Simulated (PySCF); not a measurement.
C7H7N.
SMILES with atom numbers: `[N:1]#[C:2][C@@:3]12[CH2:4][CH:5]=[CH:6][C@@H:7]1[CH2:8]2` (hydrogens: H9, H10 on C4; H11 on C5; H12 on C6; H13 on C7; H14, H15 on C8)

The same species was optimised twice, with GFN2-xTB and with PBE0-D3(BJ)/def2-SVP (PySCF), and the same property calculations (PySCF, gas phase) were run on both structures.

```json
{"coordinate": "C2–C3 (Å)", "GFN2-xTB": "1.414", "PBE0-D3(BJ)/def2-SVP": "1.435", "change": "+0.021"}
{"coordinate": "N1≡C2 (Å)", "GFN2-xTB": "1.146", "PBE0-D3(BJ)/def2-SVP": "1.159", "change": "+0.013"}
{"coordinate": "C5=C6 (Å)", "GFN2-xTB": "1.327", "PBE0-D3(BJ)/def2-SVP": "1.339", "change": "+0.012"}
{"coordinate": "C6–C7 (Å)", "GFN2-xTB": "1.479", "PBE0-D3(BJ)/def2-SVP": "1.487", "change": "+0.008"}
{"coordinate": "C3–C4 (Å)", "GFN2-xTB": "1.525", "PBE0-D3(BJ)/def2-SVP": "1.529", "change": "+0.004"}
{"coordinate": "C3–C7 (Å)", "GFN2-xTB": "1.528", "PBE0-D3(BJ)/def2-SVP": "1.531", "change": "+0.003"}
{"coordinate": "C4–C5 (Å)", "GFN2-xTB": "1.502", "PBE0-D3(BJ)/def2-SVP": "1.504", "change": "+0.002"}
{"coordinate": "C3–C8 (Å)", "GFN2-xTB": "1.508", "PBE0-D3(BJ)/def2-SVP": "1.510", "change": "+0.002"}
{"coordinate": "C7–C8 (Å)", "GFN2-xTB": "1.500", "PBE0-D3(BJ)/def2-SVP": "1.498", "change": "-0.002"}
{"coordinate": "C4–C3–C8 (°)", "GFN2-xTB": "116.6", "PBE0-D3(BJ)/def2-SVP": "118.1", "change": "+1.5"}
{"coordinate": "C2–C3–C8 (°)", "GFN2-xTB": "119.5", "PBE0-D3(BJ)/def2-SVP": "118.3", "change": "-1.2"}
{"coordinate": "C2–C3–C7 (°)", "GFN2-xTB": "121.8", "PBE0-D3(BJ)/def2-SVP": "120.8", "change": "-1.0"}
{"coordinate": "C4–C5–C6 (°)", "GFN2-xTB": "112.8", "PBE0-D3(BJ)/def2-SVP": "112.5", "change": "-0.3"}
{"coordinate": "C3–C7–C6 (°)", "GFN2-xTB": "104.9", "PBE0-D3(BJ)/def2-SVP": "104.5", "change": "-0.4"}
{"coordinate": "C6–C7–C8 (°)", "GFN2-xTB": "115.1", "PBE0-D3(BJ)/def2-SVP": "115.4", "change": "+0.3"}
{"coordinate": "C4–C3–C7 (°)", "GFN2-xTB": "107.2", "PBE0-D3(BJ)/def2-SVP": "107.5", "change": "+0.3"}
{"coordinate": "C2–C3–C4 (°)", "GFN2-xTB": "118.4", "PBE0-D3(BJ)/def2-SVP": "118.6", "change": "+0.2"}
```

Rotational constants: A = 4470, B = 1776, C = 1522 MHz (GFN2-xTB) against A = 4444, B = 1750, C = 1498 MHz (PBE0-D3(BJ)/def2-SVP). Point groups within 0.08 Å: C1 and C1.

On the GFN2-xTB structure: lowest singlet, TDDFT (eV) 6.33 [PBE0/def2-SVPD]; lowest triplet, Tamm–Dancoff (eV) 4.12 [PBE0/def2-SVPD]; isotropic polarisability (au) 77.6 [PBE0/def2-SVPD]; HOMO (eV) -7.39 [PBE0/def2-SVPD]; LUMO (eV) -0.30 [PBE0/def2-SVPD]; dipole (D) 4.35 [PBE0/def2-SVPD]; HOMO (eV) -7.39 [PBE0/pcSseg-1]; LUMO (eV) -0.22 [PBE0/pcSseg-1]; dipole (D) 4.27 [PBE0/pcSseg-1]; GIAO shielding of N1 (ppm) -26.3 [PBE0/pcSseg-1]; GIAO shielding of C2 (ppm) 60.2 [PBE0/pcSseg-1]; GIAO shielding of C3 (ppm) 172.7 [PBE0/pcSseg-1]; GIAO shielding of C4 (ppm) 142.3 [PBE0/pcSseg-1]; GIAO shielding of C5 (ppm) 49.3 [PBE0/pcSseg-1]; GIAO shielding of C6 (ppm) 44.7 [PBE0/pcSseg-1]; GIAO shielding of C7 (ppm) 146.9 [PBE0/pcSseg-1]; GIAO shielding of C8 (ppm) 158.6 [PBE0/pcSseg-1].

Q: What do these properties become on the PBE0-D3(BJ)/def2-SVP structure?

A: 
```json
{"property": "lowest singlet, TDDFT (eV)", "level": "PBE0/def2-SVPD", "on GFN2-xTB": "6.33", "on PBE0-D3(BJ)/def2-SVP": "6.29", "change": "-0.04"}
{"property": "lowest triplet, Tamm–Dancoff (eV)", "level": "PBE0/def2-SVPD", "on GFN2-xTB": "4.12", "on PBE0-D3(BJ)/def2-SVP": "4.04", "change": "-0.08"}
{"property": "isotropic polarisability (au)", "level": "PBE0/def2-SVPD", "on GFN2-xTB": "77.6", "on PBE0-D3(BJ)/def2-SVP": "79.0", "change": "+1.4"}
{"property": "HOMO (eV)", "level": "PBE0/def2-SVPD", "on GFN2-xTB": "-7.39", "on PBE0-D3(BJ)/def2-SVP": "-7.40", "change": "-0.01"}
{"property": "LUMO (eV)", "level": "PBE0/def2-SVPD", "on GFN2-xTB": "-0.30", "on PBE0-D3(BJ)/def2-SVP": "-0.36", "change": "-0.06"}
{"property": "dipole (D)", "level": "PBE0/def2-SVPD", "on GFN2-xTB": "4.35", "on PBE0-D3(BJ)/def2-SVP": "4.36", "change": "+0.01"}
{"property": "energy, GFN2-xTB geometry as zero (kcal/mol)", "level": "PBE0/def2-SVPD", "on GFN2-xTB": "0.0", "on PBE0-D3(BJ)/def2-SVP": "-1.3", "change": "-1.3"}
{"property": "HOMO (eV)", "level": "PBE0/pcSseg-1", "on GFN2-xTB": "-7.39", "on PBE0-D3(BJ)/def2-SVP": "-7.41", "change": "-0.02"}
{"property": "LUMO (eV)", "level": "PBE0/pcSseg-1", "on GFN2-xTB": "-0.22", "on PBE0-D3(BJ)/def2-SVP": "-0.29", "change": "-0.07"}
{"property": "dipole (D)", "level": "PBE0/pcSseg-1", "on GFN2-xTB": "4.27", "on PBE0-D3(BJ)/def2-SVP": "4.29", "change": "+0.02"}
{"property": "energy, GFN2-xTB geometry as zero (kcal/mol)", "level": "PBE0/pcSseg-1", "on GFN2-xTB": "0.0", "on PBE0-D3(BJ)/def2-SVP": "-0.6", "change": "-0.6"}
{"property": "GIAO shielding of N1 (ppm)", "level": "PBE0/pcSseg-1", "on GFN2-xTB": "-26.3", "on PBE0-D3(BJ)/def2-SVP": "-31.7", "change": "-5.4"}
{"property": "GIAO shielding of C2 (ppm)", "level": "PBE0/pcSseg-1", "on GFN2-xTB": "60.2", "on PBE0-D3(BJ)/def2-SVP": "57.2", "change": "-3.0"}
{"property": "GIAO shielding of C3 (ppm)", "level": "PBE0/pcSseg-1", "on GFN2-xTB": "172.7", "on PBE0-D3(BJ)/def2-SVP": "170.5", "change": "-2.2"}
{"property": "GIAO shielding of C4 (ppm)", "level": "PBE0/pcSseg-1", "on GFN2-xTB": "142.3", "on PBE0-D3(BJ)/def2-SVP": "141.9", "change": "-0.4"}
{"property": "GIAO shielding of C5 (ppm)", "level": "PBE0/pcSseg-1", "on GFN2-xTB": "49.3", "on PBE0-D3(BJ)/def2-SVP": "46.7", "change": "-2.6"}
{"property": "GIAO shielding of C6 (ppm)", "level": "PBE0/pcSseg-1", "on GFN2-xTB": "44.7", "on PBE0-D3(BJ)/def2-SVP": "41.2", "change": "-3.5"}
{"property": "GIAO shielding of C7 (ppm)", "level": "PBE0/pcSseg-1", "on GFN2-xTB": "146.9", "on PBE0-D3(BJ)/def2-SVP": "146.8", "change": "-0.1"}
{"property": "GIAO shielding of C8 (ppm)", "level": "PBE0/pcSseg-1", "on GFN2-xTB": "158.6", "on PBE0-D3(BJ)/def2-SVP": "157.5", "change": "-1.1"}
```

The heavy atoms differ by 0.016 Å rms after alignment. Among bonds between heavy atoms C2–C3 changes most (+0.021 Å). Changes are differences of the printed values. Neither structure is proved a minimum here.
